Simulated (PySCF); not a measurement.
# Peak assignment

Atoms are numbered as in `[CH3:1][SiH2:2][n:3]1[cH:4][cH:5][c:6]([C:7]([F:8])([F:9])[F:10])[cH:11]1`; H(Xn) means a hydrogen on atom n.

Calculated, not measured (PySCF 2.14.0 with density-fitted response routines): σ from GIAO-PBE0/pcSseg-1, geometry from GFN2-xTB. No relativistic terms, isolated molecule, one computed conformer, rapidly exchanging positions averaged.

δ = σ(ref) − σ, references computed at the same level: ¹³C (σ = 186.93 ppm), ¹H (σ = 31.72 ppm) against TMS.

(1) Assign these signals to the numbered atoms. ¹³C{¹H} NMR (computed): δ 133.4 (C), 128.4 (CH), 126.6 (CH), 124.7 (C), 117.9 (CH), -6.9 (CH3).

(2) Assign these signals to the numbered atoms. ¹H NMR (400 MHz, computed): δ 6.94 (m, 1H), 6.89 (m, 1H), 6.80 (m, 1H), 5.32 (q, 2H), 0.70 (t, 3H).

## Answers

(1) 
133.4 → C7, CF3 carbon: 3 electronegative neighbours deshield it
128.4 → C4, aromatic CH next to a ring nitrogen
126.6 → C11, aromatic CH next to a ring nitrogen
124.7 → C6, substituted aromatic carbon
117.9 → C5, aromatic CH
-6.9 → C1, methyl carbon bonded to Si: an electropositive neighbour leaves it electron-rich and shielded

C4 and C11; C11 and C6 lie closer than the usual error of such a calculation, so a measured spectrum could show them in the other order.

(2) 
| δ (ppm) | atoms | environment | reason |
| --- | --- | --- | --- |
| 6.94 | H(C5) | hydrogen on an aromatic CH | ring-current deshielding |
| 6.89 | H(C11) | hydrogen on an aromatic CH next to a ring nitrogen | ring-current deshielding |
| 6.80 | H(C4) | hydrogen on an aromatic CH next to a ring nitrogen | – |
| 5.32 | H(Si2) | hydrogen on a silicon bonded to C, N | – |
| 0.70 | H(C1) | hydrogen on a methyl carbon bonded to Si | an electropositive neighbour shields it, as in TMS itself |

H(C5) and H(C11); H(C11) and H(C4) lie closer than the usual error of such a calculation, so a measured spectrum could show them in the other order.

Splittings by ¹⁹F in the carbon and heteronuclear signals aren't shown, as no couplings were computed. Shifts are as computed. Against solution values, carbons near 30 ppm lie about +3 ppm off and those near 130 ppm about +5 ppm. Of 1211 compounds with measured shifts, 218 miss one by over three times the rms of a fit or turn the order of signals round; such compounds aren't used in these exercises. Multiplicities follow the n + 1 count of equivalent neighbours, as no J values were calculated; m marks all less simple cases, F and P coupling included.
